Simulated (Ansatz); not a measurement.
Cost and result for the atomization energy of GeH₈SSi₂ (`S[SiH2][SiH2][GeH3]`) (12 atoms, 11 bonds).

```xyz
12

S     2.357    0.905    1.177
Si    0.341    1.593    0.928
Si   -0.632    0.534   -0.914
Ge   -0.564   -1.821   -0.571
H     2.038   -0.400    1.170
H    -0.476    1.350    2.149
H     0.477    3.060    0.734
H     0.131    0.882   -2.143
H    -2.048    0.963   -1.088
H    -1.421   -2.203    0.649
H     0.881   -2.275   -0.296
H    -1.083   -2.588   -1.797
```

Total charge 0; spin multiplicity 1. Correlated methods include outer-core shells of Ge, which these sets cover unevenly. Scalar relativity is left out up to krypton. The geometry is a stationary point of PBE0-D4/def2-TZVP. It is one conformer, not always the lowest. Program: Ansatz. All runs use 4 threads of an Arm Neoverse V2 on a shared host. Times are those of one run each, without the atoms' runs, and a repeat can differ threefold. Electronic energies, without spin–orbit coupling; frozen cores. CCSD(T)/CBS adds CCSD(T) − MP2 in def2-TZVPP to the MP2 limit, and its time is that of the two runs behind it. T1 = 0.012. With those shells the extrapolation isn't a true limit. B3LYP takes the VWN-RPA correlation (the form of Gaussian; ORCA's B3LYP/G).

CCSD(T)/CBS is a level of theory with its own doubt, some kJ/mol a heavy atom from the limit and from the frozen cores, so smaller differences don't rank the functionals.

| level | functions | wall time | atomization (kcal/mol) | difference from CCSD(T)/CBS | per bond |
| --- | --- | --- | --- | --- | --- |
| PBE-D4/def2-TZVPP (with forces) | 286 | 3.1 s | 798.4 | -11.5 | -1.0 |
| PBE0-D4/def2-TZVPP | 286 | 4.8 s | 797.6 | -12.3 | -1.1 |
| r2SCAN-D4/def2-TZVPP (with forces) | 286 | 6.5 s | 808.7 | -1.2 | -0.1 |
| B3LYP-D4/def2-TZVPP (with forces) | 286 | 7.5 s | 802.9 | -7.0 | -0.6 |
| B2PLYP/def2-TZVPP | 286 | 7.5 s | 790.3 | -19.6 | -1.8 |
| ωB97X-V/def2-TZVPP | 286 | 11 s | 816.2 | 6.3 | 0.6 |
| ωB97M-V/def2-TZVPP (with forces) | 286 | 17 s | 805.2 | -4.7 | -0.4 |
| MP2/def2-QZVPP | 539 | 28 s | 791.2 | -18.7 | -1.7 |
| CCSD(T)/def2-TZVPP | 286 | 4.2 min | 789.7 | -20.2 | -1.8 |
| CCSD(T)/CBS(def2) | – | 4.7 min | 809.9 | 0.0 | 0.0 |

The D4 term adds +12.5 kcal/mol with B3LYP and +6.7 kcal/mol with PBE0; it sums over pairs of atoms, weighted by their polarisabilities, and B3LYP, whose exchange is more repulsive, gets the larger term. In def2-TZVPP, CCSD(T) changes the Hartree–Fock value by +189.9 kcal/mol (the triples alone add +8.8 kcal/mol) and MP2 by +179.6 kcal/mol; breaking electron pairs costs correlation energy, which Hartree–Fock lacks.
